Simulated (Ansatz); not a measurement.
Consider the formal exchange of groups at the Si–Cl bond: `CC[SiH](Cl)Cl` + SiH₄ → `CC[SiH]([SiH3])Cl` + HCl.

Isolated molecules relaxed with PBE0-D4/def2-TZVP in Ansatz; ΔE leaves out vibrations. CBS: MP2 limit from def2 TZ/QZ plus the TZ coupled-cluster correction, frozen cores. This one scheme is used for every species. DFT in def2-TZVPP. Each species was taken in one conformer, which may not be the lowest.

CCSD(T)/CBS gives +105.7 kJ/mol.

Task: Another level gave +114.1 kJ/mol. Which?
A. ωB97X-V/def2-TZVPP
B. HF/def2-TZVPP
C. MP2/def2-TZVPP
D. PBE0/def2-TZVPP

Result: C. MP2/def2-TZVPP 114.1, ωB97X-V 106.5, PBE0 99.0, HF/def2-TZVPP 122.9 kJ/mol.

Largest T1 diagnostic among the species: 0.011.

The D4 term adds −3.2 kJ/mol with B3LYP and −2.2 kJ/mol with PBE0; it sums over pairs of atoms, weighted by their polarisabilities, and B3LYP, whose exchange is more repulsive, gets the larger term. In def2-TZVPP, CCSD(T) changes the Hartree–Fock value by −18.8 kJ/mol (the triples alone add −1.5 kJ/mol) and MP2 by −8.9 kJ/mol. From PBE to PBE0 (25 % exact exchange), in def2-TZVPP and without D4, ΔE moves by +4.9 kJ/mol.

B3LYP here is the variant with VWN-RPA as its local correlation; programs differ in this.
